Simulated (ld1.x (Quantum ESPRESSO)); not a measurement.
What one change does to a pseudopotential (fluorine, RRKJ)

F (Z = 9), norm-conserving RRKJ (Kleinman–Bylander form), made with ld1.x (Quantum ESPRESSO) 7.5 (LDA (PZ), scalar-relativistic). Core [He], reference 2s2 2p5. Waves: 2s (bound): rc 0.65 bohr; 3d channel at 0.15 Ry: rc 1.30 bohr; 2p (bound): rc 1.30 bohr. Local part: the p channel. Core correction: none.

Change: functional PBE.

Cutoffs: the cutoffs (Ry, on a coarse ladder) from which the occupation-weighted sum of valence levels, in a spherical-Bessel basis at the reference potential, stays within 10 and 1 mRy of its value at 400 Ry; they do not see the model core or the augmentation charge, which bear on the density cutoff. Errors are all-electron minus pseudo energies relative to the spin-unpolarised reference configuration.

Question: Predict the effect on cutoff, ghosts and configuration errors.

Answer: The potential gets neither clearly harder nor softer (140 Ry and 200 Ry → 140 Ry and 200 Ry); the number of tests with a reliable result goes from 9 to 7; of the 7 tests that both files solve, the error grows in 2 and shrinks in 2 by more than 15 % and 0.3 meV (median size 24.4 → 13.9 meV); neither file shows a bound ghost.

| quantity | base | changed |
| --- | --- | --- |
| cutoff, loose | 140 Ry | 140 Ry |
| cutoff, tight | 200 Ry | 200 Ry |
| bound ghosts | none | none |
| error for 2s2 2p4, meV [ΔE 19.56 → 19.39 eV] | -9.1 | -11 |
| error for 2s2 2p3, meV [ΔE 58.07 → 57.78 eV] | +32 | +17 |
| error for 2s2 2p2, meV [ΔE 118.80 → 118.41 eV] | +363 | +311 |
| error for 2s2 2p5.3, meV [ΔE -2.73 → -2.67 eV] | -0.8 | -0.8 |
| error for 2s1 2p5, meV [ΔE 38.21 → 38.49 eV] | -42 | -53 |
| error for 2s1 2p6, meV [ΔE 18.39 → 18.81 eV] | +24 | +14 |
| error for 2s2 2p4.5, meV [ΔE 7.63 → 7.54 eV] | -3.4 | -3.8 |
| s: phases at 1.40 bohr within 0.05 rad from the reference energy up to (Ry; the scan ends near 5) | to the end of the scan | to the end of the scan |
| p: phases at 1.40 bohr within 0.05 rad from the reference energy up to (Ry; the scan ends near 5) | 4.0 | 4.1 |
| d: phases at 1.40 bohr within 0.05 rad from the reference energy up to (Ry; the scan ends near 5) | to the end of the scan | to the end of the scan |
